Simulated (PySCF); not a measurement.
Species: C7H4F (doublet state).
Numbering: `[CH:1]#[C:2][C:3]1=[C:4]([F:5])[CH2:6][C:7]=[CH:8]1` (hydrogens: H9 on C1; H10, H11 on C6; H12 on C8)

Level of theory: PySCF 2.14.0, UKS B3LYP, pcH-1 on C F H, non-relativistic, mean-field spin-orbit, GIAO. Isolated species at its GFN2-xTB geometry, gas phase. Couplings are sensitive to structure, and on GFN2-xTB geometries they can be far from those on DFT ones. No stability test was run, so a lower SCF solution isn't excluded.

(1) The isotropic 1H couplings, averaged over equivalent nuclei, are +45.6, +7.1, -2.6 MHz. Assign them to H9; H10/H11; H12.

## Answers

(1) 
```
   site  a_iso (MHz)  ρ(0) (bohr⁻³)                                         position  distance from C7 (Å)  bound to  spin population there  largest |T| (MHz)
     H9         -2.6        -0.0006                                  5 bonds from C7                  5.79        C1                  +0.04                2.1
H10/H11         +7.1        +0.0016                                  2 bonds from C7                  2.15        C6                  -0.01               12.6
    H12        +45.6        +0.0102  2 bonds from C7, on C8 of spin population -0.13                  2.17        C8                  -0.13               11.5
```

ρ(0) is the spin density at the nucleus and T the dipolar tensor; entries for several nuclei are means. The Mulliken spin populations are largest on C7 (+1.02), C8 (-0.13) and C3 (+0.08). C7 is the only atom above +0.15. The positive populations add up to 1.17 and the negative ones to -0.17, together 2S = 1.

Nuclei that the bonding pattern makes equivalent are averaged, as if the motion that swaps them (rotation, inversion, ring flip) were fast.
